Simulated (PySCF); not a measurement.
Ge(H)(OH)2(NH2) (GeH5NO2), SMILES [NH2][GeH]([OH])[OH]. Atoms are numbered in the order given.

```xyz
9

Ge     0.0530     0.0128     0.2747
N     -1.2813    -1.1974    -0.0401
O     -0.3346     1.6570    -0.2918
O      1.4567    -0.4368    -0.7322
H      0.3729     0.0295     1.7747
H     -1.8985    -1.3649     0.7548
H     -1.8546    -0.9918    -0.8592
H      0.2800     1.9086    -1.0000
H      1.3957    -1.3701    -0.9893
```

Geometry: TPSSh-D3(BJ)/def2-SVP. This is a generated structure with no PubChem entry under its InChIKey; it may be hypothetical. Other conformers were not sampled.

Computed with PBE0/pcSseg-1 (PySCF).

GIAO shieldings, no solvent; atoms listed in one row are averaged. δ = σ(ref) − σ: ⁷³Ge against GeH4 (σ = 1658.3 ppm); ¹⁵N against NH3 (σ = 267.4 ppm); ¹⁷O against H2O (σ = 334.2 ppm); ¹H against TMS (σ = 31.56 ppm), references at their B3LYP-D3(BJ)/def2-TZVP geometries, non-relativistic.

```
nucleus   atoms  count  δ (ppm)
-------  ------  -----  -------
⁷³Ge        Ge1      1    365.7
¹⁵N          N2      1     36.5
¹⁷O          O4      1     53.4
¹⁷O          O3      1     50.6
¹H           H5      1     5.78
¹H       H8, H9      2     1.42
¹H           H6      1     1.19
¹H           H7      1     0.97
```
